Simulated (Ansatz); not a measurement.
Isomers of H$_{6}$OSi$_{3}$, relaxed with PBE0-D4/def2-TZVP in Ansatz; electronic energies, one conformer each and not always the lowest. Functionals use def2-TZVPP; CBS adds triple-zeta CCSD(T) − MP2 to the MP2 limit of def2-TZVPP and def2-QZVPP.

Order them by energy at frozen-core CCSD(T)/CBS, lowest first. (Best estimate.)
A. `O[SiH]1[SiH2][SiH2]1`
B. `[SiH3][SiH]1O[SiH2]1`
C. `O1[SiH2][SiH2][SiH2]1`

C (0.0 kJ/mol), B (115.6 kJ/mol), A (164.3 kJ/mol).

How do HF/CBS(def2), B3LYP, r2SCAN-D4, B3LYP-D4 place them (kJ/mol, against `O1[SiH2][SiH2][SiH2]1`)? (Estimate.)

Ansatz gave: 
```csv
isomer,HF/CBS(def2),B3LYP,r2SCAN-D4,B3LYP-D4
`O[SiH]1[SiH2][SiH2]1`,192.3,160.5,152.5,163.0
`[SiH3][SiH]1O[SiH2]1`,125.6,106.8,109.4,110.9
```

B3LYP here is the variant with VWN-RPA as its local correlation; programs differ in this.
